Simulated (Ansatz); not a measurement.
Two structures of CH$_{8}$GaN, singlet, reached by relaxing down either side of one saddle point (PBE0-D4/def2-TZVP). Energies are electronic, without zero-point energy. Computed with Ansatz 0.2.0 (basis: def2-TZVPP and def2-QZVPP); correlated methods freeze the cores. Filled d shells of the heavier atoms are correlated. The def2 sets are not built for correlating such inner shells, so the correlated values are less sure here. Extrapolation: Hartree–Fock as exp(−7.88 √X), correlation as X^−2.97. First:

Ga1  (-1.217, 1.387, 0.259)
N2  (0.101, 0.193, 0.631)
C3  (0.050, -1.244, 0.507)
H4  (-2.552, 0.785, -0.284)
H5  (-0.886, 2.892, 0.511)
H6  (1.507, 0.261, -1.718)
H7  (1.943, 0.124, -2.311)
H8  (0.978, 0.528, 0.999)
H9  (0.808, -1.630, -0.187)
H10  (0.193, -1.751, 1.470)
H11  (-0.926, -1.548, 0.122)
(Å)

Second:

```
11
angstrom
Ga -0.6926 1.3491 -0.7004
N 0.5948 0.0632 0.4120
C 0.2048 -1.3490 0.3545
H -2.0442 1.0349 0.0622
H 0.0247 2.7288 -0.4043
H 1.5348 0.1908 0.0532
H -0.4891 0.6973 -2.1290
H 0.6011 0.3948 1.3704
H 0.8777 -1.9944 0.9247
H -0.8079 -1.4483 0.7446
H 0.1959 -1.6674 -0.6877
```

Task: Which bonds change from the first to the second?

Result: CH₆GaN ([CH3][NH][GaH2]) + H₂ → CH₅N ([CH3][NH2]) + GaH₃ (still joined by a long Ga–N bond); bonds formed: Ga1–H7, N2–H6; bonds broken: H6–H7; bonds weakened to dative contacts: Ga1–N2.

Task: Give the saddle point's structure and its height above each. (An estimate is asked for; the value comes from the calculation.)

Result: Computed: 1.057 eV above the first and 1.762 eV above the second (CCSD(T) at an estimated basis limit (MP2 extrapolated from triple and quadruple zeta, plus CCSD(T) − MP2 in triple zeta)).
```
atom    x (Å)    y (Å)    z (Å)
 Ga1  -0.7216   1.3178  -0.4195
  N2   0.5270   0.0300   0.3911
  C3   0.1372  -1.3469   0.6182
  H4  -2.0682   0.6782  -0.8835
  H5  -0.4241   2.8045  -0.0487
  H6   0.7998   0.4212  -0.9811
  H7   0.5303   0.8989  -1.7797
  H8   1.1387   0.3836   1.1140
  H9   1.0076  -1.9901   0.7824
 H10  -0.5416  -1.4709   1.4719
 H11  -0.3852  -1.7264  -0.2648
```

The T1 diagnostic stays at or below 0.015.

Labels in which every atom is bracketed show which atoms are joined, not bond orders.

For scale, one of the runs: CCSD(T)/def2-TZVPP, 222 basis functions, launched by `ansatz run in.yaml --threads 4 --pin off --events-out ev --progress --plain --max-ram 9574MiB`. The run took 84 s on 4 CPU threads of an Arm Neoverse V1 (shared host), with 3.5 GiB of host memory at its peak.
